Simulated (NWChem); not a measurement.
System meant: CH4MnO2, sextet; SMILES C[O][Mn][OH]

Here is an NWChem input.

```
start job
memory heap 200 mb stack 900 mb global 1100 mb
geometry units angstroms noautoz
  Mn     0.376421     0.104001     0.406566
  O      1.630022     0.502759     1.647911
  H      1.536078     0.687161     2.583438
  O     -0.806389    -0.268921    -0.879915
  C     -1.505046    -0.641012    -1.994866
  H     -1.664324     0.206100    -2.694706
  H     -0.993441    -1.437391    -2.575763
  H     -2.512393    -1.033528    -1.743071
end
basis spherical
  Mn library def2-svp
  O library def2-svp
  H library def2-svp
  C library def2-svp
end
dft
  odft
  mult 6
  xc b3lyp
  iterations 4
  mulliken
end
task dft energy
```

End of the output:

```
     --------------------------
     Expectation value of S2:
     --------------------------
      <S2> =      8.7585 (Exact =     8.7500)

 center of mass
 --------------
 x =  -0.00091237 y =  -0.15839970 z =   0.00214757

 moments of inertia (a.u.)
 ------------------
         881.814293602525          -0.000000000000           0.000000000000
          -0.000000000000          14.690137738745           0.000000000000
           0.000000000000           0.000000000000         885.002482149856

     Multipole analysis of the density
     ---------------------------------

     L   x y z        total         alpha         beta         nuclear
     -   - - -        -----         -----         ----         -------
     0   0 0 0     -0.000000    -28.000000    -23.000000     51.000000

     1   1 0 0     -0.404590     -0.049530     -0.355060      0.000000
     1   0 1 0      0.019819      2.395566     -2.375747      0.000000
     1   0 0 1     -0.078047     -0.020351     -0.057697      0.000000

     2   2 0 0    -23.002902    -17.531141    -13.345049      7.873288
     2   1 1 0      3.397964     -0.887862     -0.619302      4.905129
     2   1 0 1      0.078734      0.011054      0.011930      0.055749
     2   0 2 0    -25.718490   -269.299554   -258.183722    501.764786
     2   0 1 1      0.253504      0.066502      0.115768      0.071235
     2   0 0 2    -23.560433    -16.696932    -12.550455      5.686954

 ------------------------------------------------------------------------
 dft energy failed                                                                                  0
 ------------------------------------------------------------------------
 ------------------------------------------------------------------------
  current input line :
    26: task dft energy
 ------------------------------------------------------------------------
 ------------------------------------------------------------------------
 This type of error is most commonly associated with calculations not reaching convergence criteria
 ------------------------------------------------------------------------
 For more information see the NWChem manual at https://nwchemgit.github.io

0:dft energy failed:Received an Error in Communication
```

Problem. Can this run be used? If not, why, and what is the fix?

Solution. Convergence was not reached. Cause: the SCF was allowed too few iterations. This input runs:
```
start job
memory heap 200 mb stack 900 mb global 1100 mb
geometry units angstroms noautoz
  Mn     0.376421     0.104001     0.406566
  O      1.630022     0.502759     1.647911
  H      1.536078     0.687161     2.583438
  O     -0.806389    -0.268921    -0.879915
  C     -1.505046    -0.641012    -1.994866
  H     -1.664324     0.206100    -2.694706
  H     -0.993441    -1.437391    -2.575763
  H     -2.512393    -1.033528    -1.743071
end
basis spherical
  Mn library def2-svp
  O library def2-svp
  H library def2-svp
  C library def2-svp
end
dft
  odft
  mult 6
  xc b3lyp
  iterations 150
  mulliken
end
task dft energy
```
It converges to -1341.73586 Ha (B3LYP/def2-SVP, spin-unrestricted).
